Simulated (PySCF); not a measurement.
Computed with B3LYP-D3(BJ)/def2-TZVP run with PySCF. All species are isolated molecules in the gas phase. B3LYP has the VWN-RPA correlation part, as in Gaussian. 

Reference species (SMILES): `C1C[SiH2]1` (neutral, multiplicity 1).

- HOMO: -6.73 eV
- dipole moment: 0.05 D

Changed species: `[SiH3]C=C`.

Task: Give the shifts of the HOMO and dipole moment.

Result: the HOMO falls by 1.03 eV, to -7.76 eV; the dipole moment goes up by 0.68 D, to 0.73 D.
